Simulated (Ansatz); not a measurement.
Ansatz (an electronic-structure program) input (B3LYP/def2-TZVPD):

Ansatz 0.2 input:
```yaml
crystal:
  periodic: [false, false, false]
  atoms:
    - {symbol: Ta, position_ang: [0.08377737, 0.15091545, 0.05662965]}
    - {symbol: O, position_ang: [1.29835533, -0.89852219, -0.45810981]}
    - {symbol: F, position_ang: [-0.82470385, -0.77739098, 1.34254634]}
    - {symbol: F, position_ang: [-1.00891733, 0.35198536, -1.39466697]}
basis:
  gaussian:
    orbitals: def2-TZVPD
hamiltonian:
  xc: {name: B3LYP}
total_charge: 1
output: {forces: true}
```

Output:

```
Functional definition: B3LYP
integrals: 0.07 GiB planned
977 factors; their error is unknown
mean field: 0.66 GiB planned
mean field evaluation 1: about -9000.6766 eV, gradient 1.4e2 eV
mean field evaluation 2: about -8637.7188 eV, gradient 4.0e2 eV
mean field evaluation 4: about -9025.3887 eV, gradient 6.2e1 eV
mean field evaluation 8: about -9031.9628 eV, gradient 3.8e-1 eV
mean field evaluation 16: about -9031.9889 eV, gradient 5.4e-4 eV
mean field -9031.98892990 eV, -331.9194710719 hartree, gradient 2.9e-5 eV, S^2 0.000000; 0 other end points of the search recorded, 0 dependent functions left out
the calculation of the forces begins
reference -9031.98917578 eV, -331.9194801079 hartree; 19, 19 occupied and 144, 144 virtual orbitals, 977 factors
Total energy: -9031.98917578 eV, -331.9194801079 hartree
Atom 0 at     0.083777     0.150915     0.056630 Å, force     0.032082     0.059902     0.022556 eV/Å
Atom 1 at     1.298355    -0.898522    -0.458110 Å, force     0.053272    -0.038285    -0.019382 eV/Å
Atom 2 at    -0.824704    -0.777391     1.342546 Å, force    -0.038423    -0.036887     0.061618 eV/Å
Atom 3 at    -1.008917     0.351985    -1.394667 Å, force    -0.046931     0.015271    -0.064793 eV/Å
Dipole moment:     0.221935     0.953933     0.378657 e Å
```
